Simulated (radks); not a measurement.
Results of a calculation; reference values are marked as such.
Polarisability of the oxygen ion O5+, [He] 2s1, at imaginary frequency. Code: a radial shooting solver on a logarithmic mesh with Libxc functionals. Model: non-relativistic Kohn-Sham, PBE, spin-unpolarised, spherical densities, point nucleus; without spin polarisation the odd electron is poorly described. Response by self-consistent Sternheimer equations with the Hartree and adiabatic LDA kernel.

| w (hartree) | alpha1(iw) (bohr^3) | alpha2(iw) (bohr^5) |
|---|---|---|
| 0.00266 | 0.8250 | 0.1959 |
| 0.0143 | 0.8244 | 0.1959 |
| 0.0360 | 0.8210 | 0.1959 |
| 0.0697 | 0.8105 | 0.1958 |
| 0.118 | 0.7847 | 0.1956 |
| 0.186 | 0.7322 | 0.1952 |
| 0.280 | 0.6418 | 0.1943 |
| 0.413 | 0.5129 | 0.1923 |
| 0.605 | 0.3659 | 0.1884 |
| 0.892 | 0.2339 | 0.1802 |
| 1.35 | 0.1380 | 0.1636 |
| 2.12 | 0.07730 | 0.1317 |
| 3.59 | 0.03977 | 0.08190 |
| 6.94 | 0.01651 | 0.03189 |
| 17.5 | 0.004598 | 0.005966 |

Static values: alpha1 = 0.8250 bohr^3 (0.1222 angstrom^3; uncoupled 1.091), alpha2 = 0.1959 bohr^5, alpha3 = 0.2412 bohr^7. C6 = 0.2852, C8 = 0.6140, triple-dipole C9 = 0.1693 atomic units. One-pole (London) frequency 4 C6 / (3 alpha1^2) = 0.559 hartree, against 4.622 for minus the highest occupied eigenvalue.
